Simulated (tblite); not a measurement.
**Question.** Write Cartesian coordinates for InChI=1S/C7H14Si2/c1-3-9-6(2)7-4-8-5-7/h3-4,6H,1,5,8-9H2,2H3/t6-/m0/s1 as optimised with GFN2-xTB.

**Answer.** 
```xyz
23
C7H14Si2 angstrom
C      3.1750    0.9507    1.5958
C      1.9676    0.6067    1.1769
Si     1.6184   -0.6834   -0.1457
C      0.1368   -0.0770   -1.2118
C     -0.2454   -1.1307   -2.2497
C     -0.9929    0.2661   -0.3192
C     -1.3947    1.4615    0.1481
Si    -2.7501    0.7572    1.2381
C     -1.9167   -0.7305    0.3411
H      4.0648    0.4982    1.1882
H      3.3373    1.6965    2.3599
H      1.1095    1.0969    1.6232
H      1.2756   -1.9683    0.4814
H      2.7800   -0.8724   -1.0240
H      0.4482    0.8352   -1.7349
H     -1.0694   -0.7789   -2.8706
H     -0.5523   -2.0547   -1.7651
H      0.6001   -1.3524   -2.8981
H     -0.9748    2.4250   -0.0979
H     -4.1488    1.0238    0.9002
H     -2.5541    0.7979    2.6889
H     -1.3877   -1.4591    0.9546
H     -2.5309   -1.2815   -0.3693
```

Orientation and origin are arbitrary. Atoms count from 1 in this order. The 4 C–Si bonds span 1.877 Å (C7–Si8, drawn single) to 1.927 Å (Si8–C9, drawn single), a spread of 0.050 Å. Si3 (SiH2 silicon) is tetrahedral (angles from 108.5° to 111.2°). Of the pairs four or more bonds apart, C9···H17 is among the closest relative to their van der Waals radii: 2.84 Å, 98 % of the sum of Bondi's values. The 4-membered ring C6–C7–Si8–C9 has internal angles of 73.0° to 104.6° (sum 360°, against 360° for a flat polygon); it is planar, 0.01 Å rms from its mean plane, widest ring torsion 1°.

Bonds between heavy atoms (Å): C1=C2 1.323, C2–Si3 1.880, Si3–C4 1.923, C4–C5 1.528, C4–C6 1.480, C6=C7 1.345, C7–Si8 1.877, Si8–C9 1.927, C6–C9 1.511.

Computed geometry: GFN2-xTB, gas phase.

Point group: C1 (no symmetry element, even within 0.4 Å). Its GFN2-xTB frequencies are all real (lowest 25 cm⁻¹). One conformer, not necessarily the lowest (C1–C2–Si3–C4 -142°, C2–Si3–C4–C5 -176°, Si3–C4–C6–C7 99°). 3 starts were optimised and ended at 0.00, 0.27 and 0.82 kcal/mol (GFN2-xTB); the lowest of these is shown.

On one thread, Arm Neoverse N1 (aarch64) (shared host), this took 1.9 s of wall time. These figures are those of the optimisation.
